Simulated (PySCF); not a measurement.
A small calculation by hand: oscillator strength and radiative lifetime

YOF, SMILES [O]=[Y][F].

The structure is a stationary point at PBE0-D3(BJ)/def2-TZVP. The def2 effective core potentials stand for the cores of Y; spin–orbit coupling is left out.

TDDFT-B3LYP/def2-TZVPD (PySCF 2.14.0) puts the first singlet state with f over 0.02 at 5.41 eV (vertical), with the transition dipole (0.066, -0.402, 0.000) in atomic units.

Task: Find the oscillator strength, the wavelength and the radiative lifetime that this transition would have in vacuum if emission retraced absorption.

Result: 
|μ|² = 0.1660 au, so |μ| = 1.04 D. ΔE = 5.41/27.211 = 0.1988 hartree. f = (2/3) ΔE |μ|² = 0.022 (the program prints 0.022).
λ = 1239.84/5.41 = 229 nm; ν = 43635 cm⁻¹.
Einstein's coefficient A = 0.6670 ν² f s⁻¹ (ν in cm⁻¹) = 2.8e7 s⁻¹, so τ = 1/A = 36 ns. This state is S10; the lower singlets have f = 0.004, 0.011, 0.004, 0.000, 0.001, 0.000, 0.003, 0.007, 0.013. The figure is the radiative limit of this one transition; relaxation, internal conversion, crossing to triplets and a medium change what is measured.
